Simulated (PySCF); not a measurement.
Compound: C5H4ClF2O (doublet state).
Z-matrix (Å and degrees, GFN2-xTB geometry), rows numbered from 1:
```
F 
C   1  1.3798
O   2  1.3613  1  110.02
C   3  1.4110  2  115.27  1   -78.49
C   4  1.2990  3  121.22  2   -11.34
C   5  1.4623  4  129.02  3    -2.08
C   6  1.5398  5  105.70  4   -15.21
F   7  1.3624  2  107.53  1  -177.26
Cl  7  1.7808  2  109.88  1   -60.67
H   2  1.0985  1  106.93  3   117.08
H   4  1.0743  3  110.87  2   168.82
H   6  1.0920  5  112.09  4  -133.01
H   6  1.0924  5  111.61  4   104.18
```

The hyperfine couplings belong to this conformer and change with its torsions.

The species is `F[C@@H]1OC=[C]C[C@]1(F)Cl` [radical].

Computed with UKS B3LYP, pcH-1 on C Cl F H O, non-relativistic, mean-field spin-orbit, GIAO (PySCF). Geometry: GFN2-xTB, one conformer, isolated molecule. Couplings are sensitive to structure, and on GFN2-xTB geometries they can be far from those on DFT ones. No stability test was run, so a lower SCF solution isn't excluded.

Match the computed a_iso(19F) values -5.0, +1.7 MHz with the sites F1; F8.

```json
{"site": "F1", "a_iso (MHz)": "-5.0", "ρ(0) (bohr⁻³)": "-0.0012", "position": "4 bonds from C5", "distance from C5 (Å)": "3.10", "bound to": "C2", "spin population there": "0.00", "largest |T| (MHz)": "5.7"}
{"site": "F8", "a_iso (MHz)": "+1.7", "ρ(0) (bohr⁻³)": "+0.0004", "position": "3 bonds from C5", "distance from C5 (Å)": "2.93", "bound to": "C7", "spin population there": "+0.05", "largest |T| (MHz)": "14.0"}
```

The isotropic 13C couplings are +401.9, +56.7, +50.5, +10.2, -4.5 MHz. Assign them to C2; C4; C5; C6; C7.

```
site  a_iso (MHz)  ρ(0) (bohr⁻³)                 position  distance from C5 (Å)  spin population  largest |T| (MHz)
  C2         -4.5        -0.0040          3 bonds from C5                  2.68             0.00                1.6
  C4        +50.5        +0.0449           1 bond from C5                  1.30            -0.12               18.5
  C5       +401.9        +0.3576  largest spin population                  0.00            +0.99              133.9
  C6        +10.2        +0.0091           1 bond from C5                  1.46            -0.04               10.2
  C7        +56.7        +0.0504          2 bonds from C5                  2.39            +0.05               12.0
```

ρ(0) is the spin density at the nucleus and T the dipolar tensor; a_iso includes a spin–orbit part. Largest spin populations (Mulliken): C5 (+0.99) and C4 (-0.12). No atom but C5 exceeds +0.15. The positive populations add up to 1.16 and the negative ones to -0.16, together 2S = 1.

Examples of negative spin density at the nucleus (bohr⁻³): C2 (-0.0040) and F1 (-0.0012).
